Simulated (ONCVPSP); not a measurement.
## Varying the ONCV potential for carbon (C)

Base potential:

ONCVPSP 4.0.1 input, shortened (lines: element, Z, core and valence counts, functional; n l f; lmax; l rc ep ncon nbas qcut; lloc lpopt rc5 dvloc0; l nproj debl; icmod fcfact rcfact), PW91, scalar-relativistic:

```
  C 6.00    1    2  -109134      upf
    1    0    2.00
    2    0    2.00
    2    1    1.00
    2
    0    1.15    0.00    3    6    6.60
    1    2.65    0.00    4    7    5.50
    2    2.50    0.32    4    8    4.30
    4    3    1.00    2.00
    0    2    2.60
    1    2    2.80
    2    1    1.40
    3    6.00    1.30
```

Cutoffs, loose and tight: the cutoffs (Ha) at which the residual kinetic energy of the hardest occupied pseudo-wave falls to 1 and 0.1 mHa per electron. They do not see the model core or the augmentation charge, which bear on the density cutoff. Test errors are all-electron minus pseudo excitation energies from the reference, over the configurations 2s2 2p2; 2s2 2p0; 2s1 2p0; 2s1 2p2. A dash means not determined; rows that change the core or the reference have their own tests.

| change | outcome | cutoff, loose | cutoff, tight | bound ghosts | GHOST(+) flags above zero | largest test error (meV) |
| --- | --- | --- | --- | --- | --- | --- |
| base | generated | 18 Ha | 34 Ha | none | none | +857 |
| functional PBE | generated | 18 Ha | 34 Ha | none | none | +884 |
| p: qcut 3.7 | generated | 18 Ha | 34 Ha | none | none | +1391 |
| core correction Teter function, fcfact 1.3, rcfact 1.3 | generated | 18 Ha | 34 Ha | none | none | +841 |
| d: nbas 7 | generated | 18 Ha | 34 Ha | none | none | +857 |
| p: rc 2.8 | generated | 18 Ha | 34 Ha | none | none | +966 |

What comes out with this change to the base: s: qcut 9.9?

outcome: generated; cutoff, loose: 24 Ha; cutoff, tight: 32 Ha; bound ghosts: none; GHOST(+) flags above zero: none; largest test error (meV): +868.

What comes out with this change to the base: d: rc 3.34?

outcome: generated, projector energies reset by the program; cutoff, loose: 18 Ha; cutoff, tight: 34 Ha; bound ghosts: none; GHOST(+) flags above zero: none; largest test error (meV): +857.
